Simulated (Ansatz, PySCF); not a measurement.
Reaction (SMILES): COB(OC)OC [trimethyl borate] + 2 B (BH3) + 3 O (H2O) -> 3 BO (H3BO) [borinic acid] + 3 CO (CH4O) [methanol]
Geometries: B3LYP-D3(BJ)/def2-TZVP minima from Ansatz (a quantum-chemistry and plane-wave program), one conformer each, not searched for the lowest. Frequencies are from Ansatz or PySCF.

Property: bond separation energy (enthalpy at 298 K, with B3LYP-D3(BJ) rigid-rotor harmonic-oscillator terms), in kcal/mol. Correlated levels leave the core frozen unless marked. Spin-orbit coupling is left out. No relativistic terms. CBS(X,Y): correlation extrapolated as X^-3; Hartree-Fock from the larger set. The bracket is a focal-point correction in the basis named.

RI-MP2/CBS(cc-pVTZ,cc-pVQZ)+[CCSD(T)-MP2]/cc-pVDZ (Ansatz) gives -2.8 kcal/mol.

Question: Another calculation gave -10.3 kcal/mol. Which level was it?
A. B2GP-PLYP/def2-TZVPD (Ansatz)
B. PBE/def2-TZVPD (Ansatz)
C. HSE06/def2-TZVPD (Ansatz)
D. HF/def2-TZVPD (PySCF)

Answer: B, PBE/def2-TZVPD (Ansatz). The others give -7.2 (HSE06), -3.5 (B2GP-PLYP), -0.6 (HF) kcal/mol.
